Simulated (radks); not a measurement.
Pb4+, configuration [Xe] 4f14 6s(up 0.5, down 0.5) 5d(up 5, down 4) (fractional occupations, a model configuration).

All-electron calculation, scalar-relativistic Kohn-Sham, PBEsol, spin-polarised, spherical densities, finite nucleus; Fermi nuclear charge, rms radius 5.5012 fm. Program: a radial shooting solver on a logarithmic mesh with Libxc functionals.

Energy parts (eV):
total: -567805.10
kinetic: 641253.75
electron-nucleus: -1413809.08
Hartree: 215070.94
exchange-correlation: -10320.70

Orbitals (lengths in bohr, moments of r in powers of bohr; r(max) is where P^2 peaks):
orbital  occ.  eigenvalue (eV)   <1/r>      <r>       <r^4>    r(max)
1s up       1        -88090.80   101.2  0.01606   3.540e-07  0.009850
1s down     1        -88090.80   101.2  0.01606   3.540e-07  0.009850
2s up       1        -15796.42   23.78  0.06763  0.00005109   0.05718
2s down     1        -15796.32   23.78  0.06763  0.00005109   0.05718
2p up       3        -13564.24   20.90  0.06144  0.00004236   0.04761
2p down     3        -13564.15   20.90  0.06144  0.00004236   0.04761
3s up       1        -3827.342   8.814   0.1746    0.001833    0.1612
3s down     1        -3827.293   8.814   0.1746    0.001833    0.1612
3p up       3        -3186.925   7.978   0.1765    0.002044    0.1613
3p down     3        -3186.872   7.978   0.1765    0.002044    0.1613
3d up       5        -2531.742   7.488   0.1599    0.001569    0.1314
3d down     5        -2531.660   7.488   0.1599    0.001569    0.1314
4s up       1        -902.1235   3.798   0.3844     0.04003    0.3624
4s down     1        -902.0177   3.798   0.3844     0.04002    0.3624
4p up       3        -692.0984   3.414   0.4101     0.05377    0.3824
4p down     3        -691.9971   3.414   0.4101     0.05376    0.3824
4d up       5        -448.5210   3.069   0.4310     0.07229    0.3884
4d down     5        -448.4028   3.070   0.4310     0.07222    0.3884
4f up       7        -179.5163   2.676   0.4536      0.1184    0.3495
4f down     7        -179.3666   2.677   0.4533      0.1179    0.3495
5s up       1        -190.2769   1.602   0.8512      0.9430    0.7883
5s down     1        -189.6642   1.604   0.8505      0.9403    0.7877
5p up       3        -131.6920   1.375   0.9698       1.650    0.8800
5p down     3        -130.9750   1.377   0.9692       1.649    0.8792
5d up       5         -65.5495   1.052    1.239       4.940     1.059
5d down     4         -64.7957   1.051    1.241       4.995     1.058
6s up     0.5         -50.0238  0.6501    1.982       27.14     1.814
6s down   0.5         -49.6010  0.6467    1.990       27.62     1.819

The highest occupied level is 6s down at -49.601 eV. The density falls to 0.001 e/bohr^3 at r = 3.23 bohr.
